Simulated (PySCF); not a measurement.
CH₅F₃Si₂, SMILES F[SiH](F)[Si@H](C)F.

Geometry optimised at PBE-D3(BJ)/def2-SVP. The structure was generated by enumeration; whether it is a known compound was not checked. The values are those of a single conformer.

Two levels are set side by side: TDDFT-PBE/def2-SVPD (PySCF) and TDDFT-CAM-B3LYP/def2-SVPD (PySCF). Vertical, same geometry. The lowest singlet is HOMO→LUMO 98 % with PBE and HOMO→LUMO 94 % with the other functional; states are paired by order. Differences are taken from unrounded values.

```tsv
quantity	TDDFT-CAM-B3LYP	TDDFT-PBE	TDDFT-PBE minus TDDFT-CAM-B3LYP
lowest singlet excitation (eV)	6.38	5.71	-0.67
lowest triplet excitation (TDA) (eV)	5.59	5.02	-0.57
first bright state (f over 0.05) (eV)	8.31	7.77	-0.53
its oscillator strength	0.08	0.10	0.02
```

A lower first singlet is the usual sign of a functional without exact exchange. Differences between two approximate levels are no errors against the true value.

Rough cost on one machine, each run with all the roots and properties that it gave: TDDFT-CAM-B3LYP against TDDFT-PBE about 7 times.
